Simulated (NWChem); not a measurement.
System: C$_{3}$H$_{3}$F$_{3}$; SMILES C(=C/C(F)F)/F

NWChem input:

```
start job
memory heap 200 mb stack 900 mb global 1100 mb
geometry units angstroms noautoz
  F      0.691076    -2.105371     0.000000
  C     -0.557773    -1.603963     0.000000
  C     -0.801563    -0.298687     0.000000
  C      0.265695     0.742752     0.000000
  F      0.126368     1.548366     1.100790
  F      0.126368     1.548366    -1.100790
  H     -1.312789    -2.383839     0.000000
  H     -1.829594     0.048527     0.000000
  H      1.277784     0.330406     0.000000
end
basis spherical
  F library 6-31g*
  C library 6-31g*
  H library 6-31g*
end
dft
  xc b3lyp
  iterations 150
  mulliken
end
task dft energy
```

Structure relaxed at the B3LYP/6-31G* (spherical d) level.

Predict the main results of this run. (B3LYP/6-31G* (spherical d).) Quantities: energy (Ha); highest occupied level (eV); orbital gap (eV); dipole (D).

energy (Ha): -415.60
highest occupied level (eV): -7.67
orbital gap (eV): 7.41
dipole (D): 2.12
